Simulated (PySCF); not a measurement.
F$_{4}$Ti, singlet, at a GFN2-xTB geometry (such geometries of metal compounds can be far from the true shape). Base run: PBE/def2-SV(P) run with PySCF.

Here is a job for PySCF.
```python
from pyscf import gto, scf, dft

mol = gto.M(
    atom='''
Ti   -0.000000    0.000000   -0.000000
F     1.096059    0.788255   -1.020066
F     0.839422   -1.055730    1.021778
F    -1.106691   -0.877685   -0.931735
F    -0.828790    1.145160    0.930023
''',
    basis='def2-sv(p)',
    charge=0,
    spin=0,
    verbose=4,
)

mf = dft.RKS(mol)
mf.xc = 'pbe'
mf.kernel()
mf.analyze()
```

Variants of this job, named by their change:

| change | basis functions | E (Eh) | HOMO (eV) | HOMO-LUMO gap (eV) |
|---|---|---|---|---|
| base | 80 | -1248.11336 | -10.13 | 6.83 |
| basis = x2c-TZVPall; relativity = spin-free X2C; nucleus = Gaussian (with nucmod='G') | 172 | -1253.46782 | -10.48 | 7.12 |
| basis = ANO-RCC-VDZP; relativity = spin-free X2C | 90 | -1253.46618 | -10.67 | 7.02 |
| basis = cc-pVDZ-DK; relativity = none | 99 | -1246.90260 | -10.34 | 6.88 |
| basis = x2c-TZVPall; relativity = spin-free X2C | 172 | -1253.46958 | -10.48 | 7.12 |
| basis = cc-pVDZ-DK; relativity = spin-free X2C | 99 | -1253.31924 | -10.33 | 6.92 |
| basis = cc-pVDZ-DK; relativity = spin-free X2C; nucleus = Gaussian (with nucmod='G') | 99 | -1253.31729 | -10.33 | 6.92 |
| basis = x2c-TZVPall; relativity = none | 172 | -1247.60080 | -10.49 | 7.03 |
| basis = ANO-RCC-VDZP; relativity = none | 90 | -1247.03582 | -10.69 | 6.93 |
| basis = ANO-RCC-VDZP; relativity = spin-free X2C; nucleus = Gaussian (with nucmod='G') | 90 | -1253.46422 | -10.67 | 7.02 |

Total energies compare only within one method and basis.

Basis sets contracted for a relativistic Hamiltonian are a mismatch without it, so the rows without relativity aren't non-relativistic limits. No row has spin-orbit coupling; sets with core potentials leave out the core electrons.
